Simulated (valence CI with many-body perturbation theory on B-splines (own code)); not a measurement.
Values are calculated unless marked as measured or tabulated.
Ru²³⁺ in three bases

Level of theory: configuration interaction combined with many-body perturbation theory (CI+MBPT): three valence electrons over a frozen Dirac-Fock core [Ar], radial functions for each j: 7 s, 7 p, 8 d, 6 f, 4 g, 1 h, with the one-electron correlation potential Σ1, the two-electron term Σ2, the three-electron term Σ3, Breit, model QED; selected CI, second order for the rest, scaled by the run's own slope (own B-spline code, finite nucleus).

No measured spectrum was set against this ion. As an estimate, terms of the open shell hold to 2 to 4 % of their energy, and close levels can change places. Only levels of the ground parity were solved; by the run's estimate the other parity begins above the list, which can be wrong where configurations are misplaced.

The reference run has the lowest level 3d3 4F_3/2 and an ionisation energy of 1116.00 eV. Its largest variational space holds 4833 state functions.

Names give the largest LS component (configuration and term), which can be under half, so a name can repeat, a term be missing and a line seem to break the LS rules; names also repeat where a configuration has a term twice. Letters in brackets count levels of one name in rising energy.

Changed runs:
A. basis 6 s, 6 p, 5 d, 5 f, 1 g
B. basis 5 s, 5 p, 4 d, 4 f

Excitation energies of the reference run in cm⁻¹, and shifts in cm⁻¹:

```csv
Level,Reference,A,B
3d3 4F_5/2,23326,-62,-97
3d3 4F_7/2,43075,-39,-46
3d3 4F_9/2,57450,+51,+127
3d3 4P_3/2,66076,+271,+542
3d3 4P_1/2,75138,+204,+440
3d3 2G_7/2,96046,+295,+593
3d3 2H_9/2,100230,+251,+585
3d3 4P_5/2,105173,+136,+300
3d3 2D_3/2 [a],118273,+297,+535
3d3 2P_1/2,126281,+422,+859
3d3 2H_11/2,136314,+370,+874
3d3 2D_5/2 [a],145686,+416,+725
Ionisation energy (eV),1116.00,-0.049,-0.06
```
